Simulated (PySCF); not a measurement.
C2H7NOSi2, SMILES N[Si@]1(O)C=C[SiH2]1. Geometry optimised at B3LYP-D3(BJ)/def2-SVP. The structure was generated by enumeration; whether it is a known compound was not checked. One conformer was computed; it need not be the lowest.

These are B3LYP-D3(BJ)/def2-SVP in PySCF values and carry that method's errors.

Harmonic wavenumbers (cm⁻¹): 109, 120, 153, 210, 248, 282, 301, 333, 430, 448, 486, 609, 658, 705, 748, 766, 779, 829, 882, 929, 964, 1029, 1051, 1277, 1520, 1538, 2181, 2186, 3104, 3131, 3588, 3695, 3873. Rotational constants (GHz): 3.482, 1.735, 1.619; symmetry number 1.

Work out the zero-point energy and the ideal-gas rigid-rotor harmonic-oscillator thermochemistry at 298.15 K and 1 atm.

ZPE = ½ Σ hcν = ½ × 39160 cm⁻¹ = 55.98 kcal/mol. H − E(el) = 62.17 kcal/mol. Entropy in cal/(mol K): translation 40.19, rotation 27.89, vibration 21.94, total 90.02. G − E(el) = 35.33 kcal/mol. Cp = 34.22 cal/(mol K). Modes under 150 cm⁻¹ make the vibrational entropy uncertain.
